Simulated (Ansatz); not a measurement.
`[SH][Ga]([Br])[Br]`. Total charge 0; spin multiplicity 1. The structure was optimised at the PBE0-D4/def2-TZVP level. It is one conformer, not always the lowest.

```xyz
5

S     0.615   -0.258   -1.645
Ga    0.057    0.317    0.381
Br    1.002    2.146    1.330
Br   -1.462   -0.886    1.570
H    -0.212   -1.318   -1.636
```

(1) What is the dipole moment at B3LYP/def2-TZVPP? (Estimate.)

(2) And with PBE, r2SCAN, ωB97M-V? (Estimate.)

(3) Give the Mulliken charges with B3LYP, r2SCAN, ωB97M-V in def2-TZVPP. (An estimate is asked.)

Results:

(1) Computed: 1.19 D, with components (-0.20, -0.80, -0.86) D in this frame, pointing from negative to positive charge.

(2) Computed: PBE 1.17 D, r2SCAN 1.21 D, ωB97M-V 1.18 D.

(3) Ansatz gave: 
```
atom  B3LYP  r2SCAN  ωB97M-V
  S1  -0.19   -0.20    -0.20
 Ga2   0.50    0.52     0.47
 Br3  -0.21   -0.22    -0.20
 Br4  -0.22   -0.22    -0.21
  H5   0.12    0.12     0.13
```

B3LYP here is the variant with VWN-RPA as its local correlation; programs differ in this.
